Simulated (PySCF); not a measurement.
## Ionisation energy of Sr¹⁹⁺ by level of theory

Sr¹⁹⁺ [Ar] 3d1 (2D) → Sr²⁰⁺ [Ar] (1S), as a difference of total energies. Computed with PySCF 2.14 in an even-tempered Gaussian basis (17 s from 1.7 bohr⁻², ratio 2.5; 11 p from 2.2 bohr⁻², ratio 2.5; 8 d from 2.2 bohr⁻², ratio 2.5; 4 f from 7.7 bohr⁻², ratio 2.7; 3 g from 12 bohr⁻², ratio 2.7), with no relativity, point nucleus. Correlated levels: outer shells: [Ne] frozen; virtual orbitals above 40 to 60 times the deepest correlated orbital energy dropped. The calculations carry no spin-orbit coupling.

| method | ionisation energy (eV) |
| --- | --- |
| UHF | 775.20 |
| LDA | 776.61 |
| PBE | 776.87 |
| PBE0 | 776.81 |
| r2SCAN | 777.20 |
| B2PLYP | 776.47 |
| PW91 | 777.30 |
| MP2 (outer shells) | 775.33 |
| SCS-MP2 (outer shells) | 775.30 |

A first-order spin-orbit estimate (lowest level to lowest level, LS coupling) adds 1.562 eV.

All relativistic terms are absent from these numbers, so their closeness to the reference says little about the methods.

For comparison: 774 ± 4 eV (theoretical estimate listed by NIST; NIST Atomic Spectra Database, ionization energies).
